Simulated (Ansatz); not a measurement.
## Which is lower?

Two relaxed structures of CH2SeSi, closed shell (PBE0-D4/def2-TZVP; forces vanish, vibrations not checked).

A:

Si1  (-0.682, -1.798, -1.052)
C2  (0.075, -0.403, -0.616)
Se3  (0.532, 1.249, -0.156)
H4  (1.729, 1.605, -0.999)
H5  (1.468, 1.116, 1.017)
(Å)

B:

```tsv
atom	x (Å)	y (Å)	z (Å)
Si1	0.4051	1.1335	-0.5417
C2	-0.6136	-0.2112	0.1899
Se3	-0.0810	-1.2953	-1.1278
H4	-1.2976	-0.5127	0.9776
H5	1.5301	0.8927	0.4631
```

Computed with Ansatz 0.2.0 (basis: def2-TZVPP); correlated methods freeze the cores. Filled d shells of the heavier atoms are correlated. The def2 sets are not built for correlating such inner shells, so the correlated values are less sure here. B3LYP uses VWN-RPA correlation.

Q: Which structure is lower at CCSD(T), and by how much? (An estimate is asked for; the value comes from the calculation.)

A: Computed: B, by 197.8 kJ/mol (electronic energy, against the other). By their contacts, A is CH₂SeSi ([Si][C][SeH2]) and B is CH₂SeSi ([CH]1[SiH][Se]1).

All methods give the same order:

```
   method  E(B) − E(A) (kJ/mol)
   PBE-D4                -201.7
r2SCAN-D4                -204.4
  PBE0-D4                -204.8
 B3LYP-D4                -202.8
  wB97M-V                -205.6
       HF                -216.9
      MP2                -187.0
     CCSD                -199.8
  CCSD(T)                -197.8
```

The T1 diagnostic stays at or below 0.023. The restricted Hartree–Fock reference is unstable towards an unrestricted one at one or more of these structures.

Labels in which every atom is bracketed show which atoms are joined, not bond orders.

For scale, one of the runs: CCSD(T)/def2-TZVPP, 149 basis functions, launched by `ansatz run in.yaml --threads 2 --pin off --events-out ev --progress --plain --max-ram 4352MiB`. The run took 110 s on 2 CPU threads of an AMD EPYC 7571 (shared host), with 0.93 GiB of host memory at its peak.
